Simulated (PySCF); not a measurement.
Job file and geometry (Å, from GFN2-xTB) of an NMR shielding run on `[BH3-][N+]#CCC(=C)C(C)=O`, C$_{6}$H$_{10}$BNO, PySCF 2.14.0, density-fitted response routines, GIAO PBE0/pcSseg-1 NMR shielding, non-relativistic, gas phase; density fitting, a coarse starting grid and PySCF grid level 2 are the driver's defaults:

```
$ OMP_NUM_THREADS=1 python probes_run.py task.json out

{"job": {"kind": "nmr", "xc": "PBE0", "basis": "pcSseg-1"}, "charge": 0, "multiplicity": 1}
B      3.069023     0.031325     1.654561
N      2.203684    -0.102326     0.482762
C      1.518159    -0.209539    -0.434936
C      0.573536    -0.307941    -1.515996
C     -0.772347     0.164058    -1.006218
C     -1.265694     1.358995    -1.306365
C     -1.477433    -0.846235    -0.158523
C     -2.520796    -0.324721     0.790203
O     -1.203142    -2.019898    -0.246544
H      3.834869     0.909715     1.401669
H      2.327493     0.307574     2.549179
H      3.598006    -1.026355     1.799241
H      0.491954    -1.359474    -1.812596
H      0.913741     0.291364    -2.363652
H     -2.225578     1.692812    -0.954021
H     -0.729817     2.047695    -1.939352
H     -3.392682     0.007353     0.229417
H     -2.130819     0.516112     1.358262
H     -2.821960    -1.121263     1.465447
```

Q: What does the program print?

A: 
```
coarse grid: 15952 points
cycle   1  E = -388.6623762598  dE =  1.381e+00  |g| = 8.980e-01  |ddm| = 3.916e+00
cycle   2  E = -388.0713373831  dE =  5.910e-01  |g| = 1.922e+00  |ddm| = 3.015e+00
cycle   3  E = -388.8439178971  dE = -7.726e-01  |g| = 1.897e-01  |ddm| = 2.322e+00
cycle   4  E = -388.8515040617  dE = -7.586e-03  |g| = 8.045e-02  |ddm| = 1.937e-01
cycle   5  E = -388.8525226227  dE = -1.019e-03  |g| = 4.308e-02  |ddm| = 6.188e-02
cycle   6  E = -388.8528977987  dE = -3.752e-04  |g| = 8.726e-03  |ddm| = 3.436e-02
cycle   7  E = -388.8529144177  dE = -1.662e-05  |g| = 2.530e-03  |ddm| = 8.166e-03
cycle   8  E = -388.8529157673  dE = -1.350e-06  |g| = 8.312e-04  |ddm| = 3.647e-03
final grid: 154376 points
cycle   9  E = -388.9149694743  dE = -3.769e-05  |g| = 1.211e-02  |ddm| = 3.731e-02
cycle  10  E = -388.9149035920  dE =  6.588e-05  |g| = 2.228e-02  |ddm| = 2.785e-02
cycle  11  E = -388.9149996293  dE = -9.604e-05  |g| = 2.862e-03  |ddm| = 2.045e-02
cycle  12  E = -388.9150013821  dE = -1.753e-06  |g| = 2.866e-04  |ddm| = 2.623e-03
cycle  13  E = -388.9150013955  dE = -1.341e-08  |g| = 1.681e-04  |ddm| = 3.473e-04
cycle  14  E = -388.9150014017  dE = -6.242e-09  |g| = 5.300e-05  |ddm| = 1.701e-04
cycle  15  E = -388.9150014025  dE = -7.190e-10  |g| = 9.906e-06  |ddm| = 5.683e-05
converged SCF energy = -388.9150014025

GIAO shielding tensors (ppm)
atom      isotropic    diamagn.    paramagn.     s11        s22        s33       span
  0 B      143.678     194.206     -50.528    132.029    132.364    166.642     34.613
  1 N       29.684     330.524    -300.840   -122.707   -106.014    317.773    440.480
  2 C       73.461     270.854    -197.393    -19.253    -16.347    255.983    275.236
  3 C      164.266     248.135     -83.868    151.579    165.004    176.217     24.638
  4 C       39.076     267.598    -228.522    -68.667     50.338    135.557    204.224
  5 C       52.236     254.085    -201.849    -61.614     58.377    159.945    221.559
  6 C      -16.331     247.521    -263.852   -108.329    -41.108    100.444    208.772
  7 C      157.791     254.539     -96.747    136.452    147.775    189.146     52.694
  8 O     -344.326     402.436    -746.762   -961.767   -418.276    347.066   1308.833
  9 H       29.974      29.878       0.095     26.707     28.981     34.233      7.526
 10 H       29.969      32.074      -2.104     26.449     29.487     33.972      7.523
 11 H       29.933      29.918       0.016     26.667     28.961     34.172      7.505
 12 H       27.262      28.961      -1.699     23.868     25.082     32.836      8.968
 13 H       28.892      29.663      -0.771     24.908     27.345     34.423      9.515
 14 H       25.328      32.160      -6.832     22.844     24.515     28.624      5.781
 15 H       25.345      31.445      -6.100     21.979     24.584     29.473      7.495
 16 H       28.942      29.069      -0.127     25.214     28.597     33.015      7.801
 17 H       29.156      32.801      -3.645     26.124     29.245     32.099      5.975
 18 H       29.251      29.260      -0.009     25.872     27.631     34.251      8.380
```

Size and cost of the density-fitted run: 203 basis functions, 67 s wall time on 1 thread of an Arm Neoverse N1, shared host; peak memory 0.91 GiB.
